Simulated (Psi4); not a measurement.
C$_{7}$H$_{5}$N, charge +1, doublet, geometry from GFN2-xTB (a state made from the parent by changing its charge; the spin is typed, not shown lowest); Psi4 1.11 with PBE0/STO-3G.

The Psi4 input:
```
memory 2 GB

molecule {
1 2
  N     3.09447207    0.54569994    0.08552880
  C     1.97027113    0.34405098    0.09827211
  C     0.58290560    0.10911407   -0.06534538
  C    -0.29752988    1.20037873    0.01070762
  C    -1.64940850    0.93943794    0.12467921
  C    -2.09840019   -0.37517664    0.00812351
  C    -1.22169602   -1.45682642   -0.06125818
  C     0.13389680   -1.21669448   -0.17684443
  H     0.07376209    2.21515404    0.03562928
  H    -2.34191656    1.75993276    0.25167831
  H    -3.15939126   -0.55266667   -0.14507906
  H    -1.58608738   -2.47460941   -0.07689969
  H     0.83209500   -2.03341530   -0.29403714
}

set basis sto-3g
set reference uks
set e_convergence 1e-8

energy('pbe0')
print_variables()
```

The log (banner, timings and long lists left out):

```
   => Loading Basis Set <=

    Name: STO-3G
    Role: ORBITAL
    Keyword: BASIS

         ---------------------------------------------------------
                                   SCF
               by Justin Turney, Rob Parrish, Andy Simmonett
                          and Daniel G. A. Smith
                              UKS Reference
         ---------------------------------------------------------

  ==> Geometry <==

    Molecular point group: c1
    Full point group: C1

    Geometry (in Angstrom), charge = 1, multiplicity = 2:

       Center              X                  Y                   Z               Mass
    ------------   -----------------  -----------------  -----------------  -----------------
         N            3.034858825275     0.535230565880     0.083324055847    14.003074004430
         C            1.910657885275     0.333581605880     0.096067365847    12.000000000000
         C            0.523292355275     0.098644695880    -0.067550124153    12.000000000000
         C           -0.357143124725     1.189909355880     0.008502875847    12.000000000000
         C           -1.709021744725     0.928968565880     0.122474465847    12.000000000000
         C           -2.158013434725    -0.385646014120     0.005918765847    12.000000000000
         C           -1.281309264725    -1.467295794120    -0.063462924153    12.000000000000
         C            0.074283555275    -1.227163854120    -0.179049174153    12.000000000000
         H            0.014148845275     2.204684665880     0.033424535847     1.007825032230
         H           -2.401529804725     1.749463385880     0.249473565847     1.007825032230
         H           -3.219004504725    -0.563136044120    -0.147283804153     1.007825032230
         H           -1.645700624725    -2.485078784120    -0.079104434153     1.007825032230
         H            0.772481755275    -2.043884674120    -0.296241884153     1.007825032230

  Running in c1 symmetry.

  Rotational constants: A =      0.18439  B =      0.05348  C =      0.04155 [cm^-1]
  Rotational constants: A =   5527.74860  B =   1603.24190  C =   1245.65968 [MHz]
  Nuclear repulsion =  301.605240306578651

  Charge       = 1
  Multiplicity = 2
  Electrons    = 53
  Nalpha       = 27
  Nbeta        = 26

  ==> Algorithm <==

  SCF Algorithm Type is DF.
  DIIS enabled.
  MOM disabled.
  Fractional occupation disabled.
  Guess Type is SAD.
  Energy threshold   = 1.00e-08
  Density threshold  = 1.00e-06
  Integral threshold = 1.00e-12

  ==> Primary Basis <==

  Basis Set: STO-3G
    Blend: STO-3G
    Number of shells: 29
    Number of basis functions: 45
    Number of Cartesian functions: 45
    Spherical Harmonics?: true
    Max angular momentum: 1

  ==> DFT Potential <==

   => LibXC <=

    Version 7.1.2
    S. Lehtola, C. Steigemann, M. J. T. Oliveira, and M. A. L. Marques,  SoftwareX 7, 1–5 (2018) (10.1016/j.softx.2017.11.002)

   => Composite Functional: PBE0 <=

    PBE0 Hyb-GGA Exchange-Correlation Functional

    C. Adamo and V. Barone,  J. Chem. Phys. 110, 6158 (1999) (10.1063/1.478522)
    M. Ernzerhof and G. E. Scuseria,  J. Chem. Phys. 110, 5029 (1999) (10.1063/1.478401)

    Deriv               =              1
    GGA                 =           TRUE
    Meta                =          FALSE

    Exchange Hybrid     =           TRUE
    MP2 Hybrid          =          FALSE

   => Exchange Functionals <=

    0.7500   Perdew, Burke & Ernzerhof

   => Exact (HF) Exchange <=

    0.2500               HF

   => Correlation Functionals <=

    1.0000   Perdew, Burke & Ernzerhof

   => LibXC Density Thresholds  <==

    XC_HYB_GGA_XC_PBEH:  1.00E-15

   => Molecular Quadrature <=

    Radial Scheme          =       TREUTLER
    Pruning Scheme         =           NONE
    Nuclear Scheme         =       TREUTLER

    Blocking Scheme        =         OCTREE
    BS radius alpha        =              1
    Pruning alpha          =              1
    Radial Points          =             75
    Spherical Points       =            302
    Total Points           =         271083
    Total Blocks           =           2079
    Max Points             =            256
    Max Functions          =             43
    Weights Tolerance      =       1.00E-15

   => Loading Basis Set <=

    Name: (STO-3G AUX)
    Role: JKFIT
    Keyword: DF_BASIS_SCF

  ==> Integral Setup <==

  SCF_SUBTYPE=INCORE selected. In-core MEM_DF algorithm will be used.
  Using in-core AOs.

  ==> MemDFJK: Density-Fitted J/K Matrices <==

    J tasked:                   Yes
    K tasked:                   Yes
    wK tasked:                   No
    Algorithm:                 Core
    Schwarz Cutoff:           1E-12
    Mask sparsity (%):       2.0741
    Fitting Condition:        1E-10

   => Auxiliary Basis Set <=

  Basis Set: (STO-3G AUX)
    Blend: DEF2-UNIVERSAL-JKFIT
    Number of shells: 230
    Number of basis functions: 692
    Number of Cartesian functions: 816
    Spherical Harmonics?: true
    Max angular momentum: 4

  Minimum eigenvalue in the overlap matrix is 1.4580680637E-01.
  Reciprocal condition number of the overlap matrix is 5.7178975426E-02.
    Using symmetric orthogonalization.

  ==> Pre-Iterations <==

  SCF Guess: Superposition of Atomic Densities via on-the-fly atomic UHF (no occupation information).

   -------------------------
    Irrep   Nso     Nmo
   -------------------------
     A         45      45
   -------------------------
    Total      45      45
   -------------------------

  ==> Iterations <==

                           Total Energy        Delta E     RMS |[F,P]|

   @DF-UKS iter SAD:  -316.89736627046034   -3.16897e+02   0.00000e+00
   @DF-UKS iter   1:  -319.65650654278215   -2.75914e+00   1.07340e-02 ADIIS/DIIS
   @DF-UKS iter   2:  -318.58583790372438    1.07067e+00   2.84565e-02 ADIIS/DIIS
   @DF-UKS iter   3:  -319.79348614141708   -1.20765e+00   1.69203e-03 ADIIS/DIIS
   @DF-UKS iter   4:  -319.79509760241001   -1.61146e-03   1.93388e-03 ADIIS/DIIS
   @DF-UKS iter   5:  -319.80079797209567   -5.70037e-03   4.09175e-04 ADIIS/DIIS
   @DF-UKS iter   6:  -319.80107107066493   -2.73099e-04   1.65858e-04 ADIIS/DIIS
   @DF-UKS iter   7:  -319.80113145338129   -6.03827e-05   6.21155e-05 DIIS
   @DF-UKS iter   8:  -319.80115444997449   -2.29966e-05   2.50119e-05 DIIS
   @DF-UKS iter   9:  -319.80115838383716   -3.93386e-06   1.48624e-05 DIIS
   @DF-UKS iter  10:  -319.80115945162294   -1.06779e-06   5.90746e-06 DIIS
   @DF-UKS iter  11:  -319.80115970662183   -2.54999e-07   2.28871e-06 DIIS
   @DF-UKS iter  12:  -319.80115972244261   -1.58208e-08   1.57382e-06 DIIS
   @DF-UKS iter  13:  -319.80115972868896   -6.24635e-09   2.69514e-07 DIIS
  Energy and wave function converged.

  ==> Post-Iterations <==

   Electrons on quadrature grid:
      Nalpha   =   26.9999933006 ; deviation = -6.699e-06
      Nbeta    =   25.9999966165 ; deviation = -3.383e-06
      Ntotal   =   52.9999899171 ; deviation = -1.008e-05

   @Spin Contamination Metric:   2.079551529E-02
   @S^2 Expected:                7.500000000E-01
   @S^2 Observed:                7.707955153E-01
   @S   Expected:                5.000000000E-01
   @S   Observed:                5.000000000E-01

    Orbital Energies [Eh]
    ---------------------

    Alpha Occupied:

[...]
    Alpha Virtual:

[...]
    Beta Occupied:

[...]
    Beta Virtual:

[...]
      45A      0.816998

    Final Occupation by Irrep:
              A
    DOCC [    26 ]
    SOCC [     1 ]
    NA   [    27 ]
    NB   [    26 ]

  @DF-UKS Final Energy:  -319.80115972868896

   => Energetics <=

    Nuclear Repulsion Energy =            301.6052403065786507
    One-Electron Energy =               -1016.8427210145728168
    Two-Electron Energy =                 430.2397305069068238
    DFT Exchange-Correlation Energy =     -34.8034095276016657
    Empirical Dispersion Energy =           0.0000000000000000
    VV10 Nonlocal Energy =                  0.0000000000000000
    Total Energy =                       -319.8011597286889582

  UHF NO Occupations:
  HONO-2 :   25  A 1.9977501
  HONO-1 :   26  A 1.9927383
  HONO-0 :   27  A 1.0000000
  LUNO+0 :   28  A 0.0072617
  LUNO+1 :   29  A 0.0022499
  LUNO+2 :   30  A 0.0002789
  LUNO+3 :   31  A 0.0001636

Computation Completed

Properties will be evaluated at   0.000000,   0.000000,   0.000000 [a0]

Properties computed using the SCF density matrix

 Multipole Moments:

 ------------------------------------------------------------------------------------
     Multipole            Electronic (a.u.)      Nuclear  (a.u.)        Total (a.u.)
 ------------------------------------------------------------------------------------

 L = 1.  Multiply by 2.5417464519 to convert [e a0] to [Debye]
 Dipole X            :          4.3290588           -6.0832461           -1.7541873
 Dipole Y            :          0.7590207           -1.0683493           -0.3093287
 Dipole Z            :          0.1762866           -0.2249835           -0.0486969
 Magnitude           :                                                    1.7819172

 ------------------------------------------------------------------------------------

  Variable Map:
  ----------------------------------------------------------------------------
[...]
  Array Variable Map:
  ----------------------------------------------------------------------------
[...]
[...]
```
